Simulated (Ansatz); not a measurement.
`[SiH3][GeH3]` → GeH₄ + `[SiH2]` at 600 K and 1 bar (silylene loss).

Isolated molecules relaxed with PBE0-D4/def2-TZVP in Ansatz; ΔE leaves out vibrations. CCSD(T)/CBS adds triple-zeta CCSD(T) − MP2 to the extrapolated MP2 energy (def2 sets, frozen cores). This one scheme is used for every species. For Ge outer-core shells are correlated without core-valence functions, which leaves a few kJ/mol of doubt a bond. Scalar relativity is left out up to krypton.

| species | CCSD(T)/CBS energy (Eh) | H − E (kJ/mol) | S (J/(mol·K)) |
| --- | --- | --- | --- |
| `[SiH3][GeH3]` | -2368.78170 | 172.3 | 364.0 |
| GeH₄ | -2078.49493 | 105.8 | 256.4 |
| `[SiH2]` | -290.19011 | 52.1 | 233.9 |

H − E and S are ideal-gas, rigid-rotor, harmonic terms from PBE0-D4/def2-TZVP. 1 Eh = 2625.50 kJ/mol, R = 8.31446 J/(mol·K).

Task: By hand: ΔE, ΔH, ΔS and ΔG.

Result: ΔE = (-2078.49493) + (-290.19011) − (-2368.78170) = 0.09666 Eh = 253.8 kJ/mol. Δ(H − E) = 105.8 + 52.1 − 172.3 = -14.4, so ΔH = 239.4 kJ/mol. ΔS = 256.4 + 233.9 − 364.0 = 126.3 J/(mol·K). ΔG = 239.4 − 600 × (126.3)/1000 = 163.6 kJ/mol.

Task: By hand: the equilibrium constant, and the temperature at which ΔG would vanish if ΔH and ΔS stayed fixed.

Result: log₁₀ K = −ΔG/(RT ln 10) = -14.2. ΔG = 0 at ΔH/ΔS = 1895 K.

The number of gas molecules changes by +1, which sets the sign of ΔS. A doubt of 5 kJ/mol in ΔE shifts log₁₀ K by 0.4 here. These are equilibria of isolated gas molecules and say nothing of rates. Largest T1 diagnostic: 0.014 (customary marks: 0.02 for closed shells, 0.045 for open ones).
